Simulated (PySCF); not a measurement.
# Assigning NMR signals

Molfile (atoms numbered from 1):
```
C4H9N3SSi
     RDKit          3D

 18 18  0  0  0  0  0  0  0  0999 V2000
   -2.8849   -1.1924    0.2454 C   0  0  0  0  0  0  0  0  0  0  0  0
   -2.3276    0.5136    0.4181 S   0  0  0  0  0  0  0  0  0  0  0  0
   -0.6215    0.2982    0.1264 C   0  0  0  0  0  0  0  0  0  0  0  0
   -0.0405   -0.8575   -0.1469 N   0  0  0  0  0  0  0  0  0  0  0  0
    1.2485   -0.5451   -0.3026 N   0  0  0  0  0  0  0  0  0  0  0  0
    2.5340   -1.7499   -0.5997 Si  0  0  0  0  0  4  0  0  0  0  0  0
    1.5276    0.7417   -0.1362 N   0  0  0  0  0  0  0  0  0  0  0  0
    0.3698    1.3206    0.1351 C   0  0  0  0  0  0  0  0  0  0  0  0
    0.2073    2.7748    0.3857 C   0  0  0  0  0  0  0  0  0  0  0  0
   -3.9715   -1.1791    0.4029 H   0  0  0  0  0  0  0  0  0  0  0  0
   -2.6557   -1.5744   -0.7583 H   0  0  0  0  0  0  0  0  0  0  0  0
   -2.4054   -1.8355    0.9955 H   0  0  0  0  0  0  0  0  0  0  0  0
    3.4112   -1.2234   -1.6778 H   0  0  0  0  0  0  0  0  0  0  0  0
    1.8388   -2.9967   -1.0062 H   0  0  0  0  0  0  0  0  0  0  0  0
    3.3181   -1.9551    0.6494 H   0  0  0  0  0  0  0  0  0  0  0  0
    1.1832    3.2747    0.3436 H   0  0  0  0  0  0  0  0  0  0  0  0
   -0.4569    3.2336   -0.3640 H   0  0  0  0  0  0  0  0  0  0  0  0
   -0.2424    2.9571    1.3744 H   0  0  0  0  0  0  0  0  0  0  0  0
  1  2  1  0
  2  3  1  0
  3  4  2  0
  4  5  1  0
  5  6  1  0
  5  7  1  0
  7  8  2  0
  8  9  1  0
  8  3  1  0
  1 10  1  0
  1 11  1  0
  1 12  1  0
  6 13  1  0
  6 14  1  0
  6 15  1  0
  9 16  1  0
  9 17  1  0
  9 18  1  0
M  END
```

Calculated, not measured (PySCF 2.14): shieldings: GIAO B97-2/pcSseg-1, PBE0-D3(BJ)/def2-SVP geometry. One averaged value for each set of equivalent atoms, non-relativistic, no solvent model, one computed conformer.

δ = σ(ref) − σ, references computed at the same level: 13C (σ = 183.69 ppm) and 1H (σ = 31.38 ppm) against TMS.

Q: Assign these signals to the numbered atoms. 13C{1H} NMR (computed): δ 148.9, 144.8, 18.5, 12.2.

A: 
148.9 → C3, aromatic carbon bearing sulfur
144.8 → C8, substituted aromatic carbon next to a ring nitrogen
18.5 → C1, methyl carbon bonded to S
12.2 → C9, methyl carbon on an aromatic ring: a saturated carbon with 1 carbon neighbour and no heteroatom attached

Q: Assign these signals to the numbered atoms. 1H NMR (300 MHz, computed): δ 4.99 (s, 3H), 2.47 (s, 3H), 2.30 (s, 3H).

A: 
| δ (ppm) | atoms | environment | reason |
| --- | --- | --- | --- |
| 4.99 | H13/H14/H15 | hydrogen on a silicon bonded to N | – |
| 2.47 | H10/H11/H12 | hydrogen on a methyl carbon bonded to S | – |
| 2.30 | H16/H17/H18 | hydrogen on a methyl carbon on an aromatic ring | benzylic-type position, deshielded by the ring |

Shifts are as computed. Against solution values, carbons near 30 ppm lie about +1 ppm off and those near 130 ppm about +2 ppm. Of 1211 compounds with measured shifts, 218 miss one by over three times the rms of a fit or turn the order of signals round; such compounds aren't used in these exercises. No couplings were computed; multiplicities are counted from neighbouring protons, with m where these are inequivalent, close in shift, in a saturated or five-membered ring or joined by F or P, and br s for small geminal =CH2 splittings.
